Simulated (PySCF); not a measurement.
A GIAO shielding run with PySCF 2.14.0 with density-fitted response routines (density fitting, non-relativistic, gas phase) on `S[Si@]1(F)[SiH2]C[C@@H](F)C1`, C3H8F2SSi2:

```
$ OMP_NUM_THREADS=1 python probes_run.py task.json out

{"job": {"kind": "nmr", "xc": "PBE0", "basis": "pcSseg-1"}, "charge": 0, "multiplicity": 1}
F     -1.786598     0.425484    -1.106600
C     -1.527946    -0.203097     0.107418
C     -1.054943     0.864809     1.089102
Si     0.584284     1.616253     0.431505
Si     1.173249    -0.415719    -0.503181
F      1.434917    -0.433476    -2.104247
S      2.788987    -1.633275     0.267878
C     -0.484964    -1.288014    -0.137426
H     -2.489333    -0.637596     0.415252
H     -1.839984     1.611410     1.205329
H     -0.910972     0.395070     2.062152
H      1.377598     2.117807     1.556958
H      0.320369     2.698782    -0.515826
H      3.646650    -1.273970    -0.671404
H     -0.423729    -1.921748     0.746231
H     -0.815182    -1.913775    -0.967088
```

Hardware: 1 thread of an Arm Neoverse V1, shared host. The job also computes population analyses, field gradients, ring-centre shieldings.

Question: How large is the calculation?

Answer: 88 electrons, 197 basis functions and 1094 auxiliary functions.

Question: How long does it take, and how much memory does it need?

Answer: 35 s of wall time, with 12 SCF cycles and 5 response iterations; peak memory 0.88 GiB. Times on a shared host scatter by some tens of per cent.
